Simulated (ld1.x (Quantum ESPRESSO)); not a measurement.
Pseudopotential generation for copper: ultrasoft, LDA (PZ), scalar-relativistic.

The input file (ld1.x (Quantum ESPRESSO) 7.5):

```
&input
   title='Cu', zed=29., rel=1, dft='PZ', iswitch=3,
   config='[Ar] 3d8 4s0 4p0',
   nld=3, rlderiv=2.30, eminld=-11.0, emaxld=5.0, deld=0.04
 /
 &inputp
   pseudotype=3, tm=.true., lloc=-1, rcloc=1.20,
   nlcc=.true., new_core_ps=.true., rcore=0.55,
   file_pseudopw='Cu.UPF', file_wfcaegen='ae.wfc', file_wfcncgen='nc.wfc', file_beta='beta', file_chi='chi', file_wfcusgen='us.wfc'
 /
6
4S  1  0   0.00   0.00  1.95  2.10  0.0
4S  1  0   0.00  -0.30  1.95  2.10  0.0
3P  2  1   6.00   0.00  1.00  1.05  0.0
4P  3  1   0.00   0.00  1.00  1.05  0.0
3D  3  2   8.00   0.00  1.20  1.60  0.0
3D  3  2   0.00  -3.00  1.20  1.60  0.0
 &test
   configts(1)='3p6 3d8 4s0 4p0'
 /
```

Command:

```bash
ld1.x < Cu.in > Cu.out
```

Output (shortened: banner, matrices, multipoles, cross overlaps and the repeated all-electron block are left out):

```
Program LD1 v.7.5
     --------------------------- All-electron run ----------------------------

     Cu
     scalar relativistic calculation

     atomic number is 29.00
     dft =PZ   lsd =0 sic =0 latt =0  beta=0.20 tr2=1.0E-14
     Exchange-correlation= PZ
                           (   1   1   0   0   0   0   0)
     mesh =1199 r(mesh) = 100.25372 a.u. xmin = -7.00 dx = 0.01250
     1 Ry =  13.60569312 eV, c = 137.03599908

     n l     nl                  e(Ry)          e(Ha)          e(eV)
     1 0     1S 1( 2.00)      -652.6764      -326.3382     -8880.1150
     2 0     2S 1( 2.00)       -81.4179       -40.7089     -1107.7469
     2 1     2P 1( 6.00)       -70.8314       -35.4157      -963.7103
     3 0     3S 1( 2.00)       -11.7713        -5.8856      -160.1564
     3 1     3P 1( 6.00)        -8.6527        -4.3263      -117.7258
     3 2     3D 1( 8.00)        -3.6195        -1.8098       -49.2460
     4 0     4S 1( 0.00)        -2.5449        -1.2724       -34.6246
     4 1     4P 1( 0.00)        -1.9121        -0.9560       -26.0151

     final scf error:  2.7E-15 reached in  21 iterations

     Etot =   -3299.411094 Ry,   -1649.705547 Ha,  -44890.774829 eV

     Ekin =    3347.381964 Ry,    1673.690982 Ha,   45543.451771 eV
     Encl =   -7862.779399 Ry,   -3931.389700 Ha, -106978.563601 eV
     Eh   =    1343.042833 Ry,     671.521416 Ha,   18273.028630 eV
     Exc  =    -127.056491 Ry,     -63.528246 Ha,   -1728.691629 eV

     normalization and overlap integrals

     s(1S/1S) =  1.000000  <r> =   0.0522  <r2> =    0.0037  r(max) =   0.0341
     s(2S/2S) =  1.000000  <r> =   0.2357  <r2> =    0.0655  r(max) =   0.1960
     s(2P/2P) =  1.000000  <r> =   0.2067  <r2> =    0.0524  r(max) =   0.1585
     s(3S/3S) =  1.000000  <r> =   0.7067  <r2> =    0.5765  r(max) =   0.6112
     s(3P/3P) =  1.000000  <r> =   0.7373  <r2> =    0.6404  r(max) =   0.6189
     s(3D/3D) =  1.000000  <r> =   0.8559  <r2> =    0.9325  r(max) =   0.5814
     s(4S/4S) =  1.000000  <r> =   2.0446  <r2> =    4.7225  r(max) =   1.8134
     s(4P/4P) =  1.000000  <r> =   2.3600  <r2> =    6.3228  r(max) =   2.0807

     ------------------------ End of All-electron run ------------------------

     --------------------- Generating US pseudopotential ---------------------

      Generating local potential from pseudized AE potential:
      Matching radius rcloc =   1.2000

      Local pseudo, rcloc= 1.200 Estimated cut-off energy=    16.15 Ry

      Computing core charge for nlcc:

       r > 0.55 : true rho core
      Core charge pseudized with two Bessel functions
      Integrated core pseudo-charge :   3.17

      Wfc   4S  rcut= 1.930  Using Troullier-Martins method
      Wfc-us  4S rcutus= 2.081  Estimated cut-off energy=    10.87 Ry

      Wfc   4S  rcut= 1.930  Using Troullier-Martins method
      Wfc-us  4S rcutus= 2.081  Estimated cut-off energy=    16.42 Ry

      Wfc   3P  rcut= 1.008  Using Troullier-Martins method
      Wfc-us  3P rcutus= 1.059  Estimated cut-off energy=    73.48 Ry

      Wfc   4P  rcut= 1.008  Using Troullier-Martins method
      Wfc-us  4P rcutus= 1.059  Estimated cut-off energy=   131.54 Ry

      Wfc   3D  rcut= 1.200  Using Troullier-Martins method
      Wfc-us  3D rcutus= 1.580  Estimated cut-off energy=    47.68 Ry

      Wfc   3D  rcut= 1.200  Using Troullier-Martins method
      Wfc-us  3D rcutus= 1.580  Estimated cut-off energy=    65.68 Ry

     ------------------- End of pseudopotential generation -------------------

     Computing logarithmic derivative in   2.31399
     Computing logarithmic derivative in   2.31399
     Computing the partial wave expansion
     R is outside the sphere for l=    0 j= 0.00
     R is outside the sphere for l=    0 j= 0.00
     R is outside the sphere for l=    1 j= 0.00
     R is outside the sphere for l=    1 j= 0.00
     R is outside the sphere for l=    2 j= 0.00
     R is outside the sphere for l=    2 j= 0.00

     ---------------------- Testing the pseudopotential ----------------------

     Cu
     scalar relativistic calculation

     atomic number is 29.00   valence charge is 17.00
     dft =PZ   lsd =0 sic =0 latt =0  beta=0.20 tr2=1.0E-14
     mesh =1199 r(mesh) = 100.25372 xmin = -7.00 dx = 0.01250

     n l     nl             e AE (Ry)        e PS (Ry)    De AE-PS (Ry)
     2 1     3P   1( 6.00)       -8.65268       -8.65269        0.00000
     3 2     3D   1( 8.00)       -3.61951       -3.61952        0.00000
     1 0     4S   1( 0.00)       -2.54486       -2.54486        0.00000
     3 1     4P   1( 0.00)       -1.91208       -1.71220       -0.19987  !

     eps = 4.6E-17  iter =  4

     Etot =   -3299.411094 Ry,   -1649.705547 Ha,  -44890.774829 eV
     Etotps =  -298.513467 Ry,    -149.256733 Ha,   -4061.482625 eV

     Ekin =      78.942454 Ry,      39.471227 Ha,    1074.066798 eV
     Encl =    -595.056855 Ry,    -297.528427 Ha,   -8096.160957 eV
     Ehrt =     218.930637 Ry,     109.465318 Ha,    2978.703057 eV
     Ecxc =     -38.295946 Ry,     -19.147973 Ha,    -521.042894 eV
     (Ecc =      -5.507020 Ry,      -2.753510 Ha,     -74.926823 eV)
     Epseu=      36.966244 Ry,      18.483122 Ha,     502.951371 eV

     ---------------------- End of pseudopotential test ----------------------
```

Generation and configuration tests took about 0.66 s on one core of a shared server CPU.

Transferability test of the new file with ld1.x, input:

```
&input
   title='Cu', zed=29., rel=1, dft='PZ', iswitch=2,
   config='[Ar] 3d8 4s0 4p0'
 /
 &test
   file_pseudo='Cu.UPF', nconf=10,
   configts(1)='3p6 3d8 4s0 4p0',
   configts(2)='3p6 3d10 4s1 4p0',
   configts(3)='3p6 3d10 4s0 4p0',
   configts(4)='3p6 3d9 4s0 4p0',
   configts(5)='3p5 3d10 4s1 4p0',
   configts(6)='3p6 3d9 4s1 4p0',
   configts(7)='3p6 3d10 4s0 4p1',
   configts(8)='3p6 3d9 4s1 4p1',
   configts(9)='3p6 3d8 4s0 4p0', lsdts(9)=1,
   configts(10)='3p6 3d10 4s1 4p0', lsdts(10)=1
 /
```

```bash
ld1.x < Cu.test.in > Cu.test.out
```

Pseudopotential blocks of its output, shortened (energy terms left out):

```
     ---------------------- Testing the pseudopotential ----------------------

     n l     nl             e AE (Ry)        e PS (Ry)    De AE-PS (Ry)
     2 1     3P   1( 6.00)       -8.65268       -8.65269        0.00000
     3 2     3D   1( 8.00)       -3.61951       -3.61952        0.00000
     1 0     4S   1( 0.00)       -2.54486       -2.54486        0.00000
     3 1     4P   1( 0.00)       -1.91208       -1.71220       -0.19987  !

     eps = 4.6E-17  iter =  4

     Etot =   -3299.411094 Ry,   -1649.705547 Ha,  -44890.774829 eV
     Etotps =  -298.513467 Ry,    -149.256733 Ha,   -4061.482625 eV

     ---------------------- End of pseudopotential test ----------------------
```

The test run then stopped with an error in chargeps: “negative rho”.
